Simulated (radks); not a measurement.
Question: These are the eigenvalues of the occupied orbitals of an atom or ion with whole-number occupations (hartree). Calculated with a radial shooting solver on a logarithmic mesh with Libxc functionals: Dirac Kohn-Sham, exchange-only PBE, spin-unpolarised, spherical densities, finite nucleus; Fermi nuclear charge, rms radius of each element as measured or else 0.836 A^(1/3) + 0.57 fm.

| orbital | eigenvalue |
|---|---|
| 1s1/2 | -678.9438 |
| 2s1/2 | -156.2955 |
| 2p1/2 | -152.4809 |

Which element is it, and in what charge state? The configuration may be excited. Open shells, if any, fill j = l - 1/2 first.

Answer: Z = 38, strontium, charge +33: Sr33+ in [He] 2s2 2p1. The list shows which subshells hold electrons but not how many an open one holds; the 1s level, -678.94 hartree, gives Z - s = 36.8 by -(Z - s)^2/2, which with screening and relativity narrows Z to a few neighbours, and the depths of the outer levels then fix element, charge and occupations together.
